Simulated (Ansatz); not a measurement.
The cluster Si₂B₂. The state is a singlet with charge 0. Geometry B3LYP-D4/def2-TZVP.

```
atom   x (Å)   y (Å)   z (Å)
  B1   0.173   0.526   0.589
  B2  -0.173  -0.526  -0.590
 Si3  -0.520  -1.158   1.224
 Si4   0.520   1.158  -1.224
```

The restricted singlet is unstable towards broken spin symmetry at other levels; at revPBE-D4/def2-TZVP, PBE0-D4/def2-SVP, PBE0-D4/def2-TZVPD this wasn't settled. At r2SCAN-D4/def2-TZVP the restricted singlet is unstable: a solution with broken spin symmetry lies lower. The structure comes from a short search, and lower isomers may exist.

(1) Estimate the orbital energies around the gap (eV) in Ansatz with PBE-D4/def2-TZVP, revPBE-D4/def2-TZVP, r2SCAN-D4/def2-TZVP, PBE0-D4/def2-SVP, PBE0-D4/def2-TZVPD.

Answers

(1) 
| orbital | PBE-D4/def2-TZVP | revPBE-D4/def2-TZVP | r2SCAN-D4/def2-TZVP | PBE0-D4/def2-SVP | PBE0-D4/def2-TZVPD |
| --- | --- | --- | --- | --- | --- |
| HOMO−5 | -12.18 | -12.13 | -12.65 | -13.93 | -13.84 |
| HOMO−4 | -8.57 | -8.56 | -8.94 | -9.67 | -9.71 |
| HOMO−3 | -7.91 | -7.86 | -8.14 | -9.05 | -9.05 |
| HOMO−2 | -7.18 | -7.14 | -7.42 | -8.16 | -8.07 |
| HOMO−1 | -5.71 | -5.68 | -5.93 | -6.78 | -6.70 |
| HOMO | -5.64 | -5.61 | -5.81 | -6.63 | -6.59 |
| LUMO | -4.99 | -4.93 | -4.89 | -4.24 | -4.19 |
| LUMO+1 | -3.70 | -3.65 | -3.64 | -2.98 | -2.94 |
| LUMO+2 | -1.57 | -1.51 | -1.32 | -0.66 | -0.73 |
| LUMO+3 | -1.34 | -1.29 | -1.08 | -0.27 | -0.46 |
| LUMO+4 | -1.19 | -1.15 | -0.95 | -0.25 | -0.45 |
| LUMO+5 | 0.70 | 0.74 | 1.33 | 2.39 | 0.42 |
